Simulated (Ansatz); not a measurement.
`[NH2][Ge][SH]` + H₂ → `[NH2][GeH]` + H₂S at 400 K and 1 bar (hydrogenolysis of a Ge–S bond).

Gas-phase electronic energies from Ansatz, PBE0-D4/def2-TZVP geometries. CCSD(T)/CBS adds triple-zeta CCSD(T) − MP2 to the extrapolated MP2 energy (def2 sets, frozen cores). This one scheme is used for every species. For Ge outer-core shells are correlated without core-valence functions, which leaves a few kJ/mol of doubt a bond. Scalar relativity is left out up to krypton. One conformer a species, not always the lowest.

| species | CCSD(T)/CBS energy (Eh) | H − E (kJ/mol) | S (J/(mol·K)) |
| --- | --- | --- | --- |
| `[NH2][Ge][SH]` | -2530.43678 | 116.5 | 329.7 |
| H₂ | -1.17544 | 38.0 | 139.0 |
| `[NH2][GeH]` | -2132.60664 | 102.2 | 275.6 |
| H₂S | -398.97279 | 53.4 | 215.9 |

H − E and S are ideal-gas, rigid-rotor, harmonic terms from PBE0-D4/def2-TZVP, for one conformer and one mirror image of each species. The MP2-based limit puts H₂ 0.8 mEh under its directly extrapolated value; such offsets cancel only in part. 1 Eh = 2625.50 kJ/mol, R = 8.31446 J/(mol·K).

Question: By hand: ΔE, ΔH, ΔS and ΔG.

Answer: ΔE = (-2132.60664) + (-398.97279) − (-2530.43678) − (-1.17544) = 0.03279 Eh = 86.1 kJ/mol. Δ(H − E) = 102.2 + 53.4 − 116.5 − 38.0 = 1.1, so ΔH = 87.2 kJ/mol. ΔS = 275.6 + 215.9 − 329.7 − 139.0 = 22.8 J/(mol·K). ΔG = 87.2 − 400 × (22.8)/1000 = 78.1 kJ/mol.

Question: By hand: the equilibrium constant, and the temperature at which ΔG would vanish if ΔH and ΔS stayed fixed.

Answer: log₁₀ K = −ΔG/(RT ln 10) = -10.2. ΔG = 0 at ΔH/ΔS = 3825 K, far beyond where these terms or the molecules hold.

ΔH outweighs TΔS. A doubt of 5 kJ/mol in ΔE shifts log₁₀ K by 0.7 here. Other conformers and mirror images would add mixing entropy, several J/(mol·K) or more a flexible species. These are equilibria of isolated gas molecules and say nothing of rates. Largest T1 diagnostic: 0.015 (customary marks: 0.02 for closed shells, 0.045 for open ones).
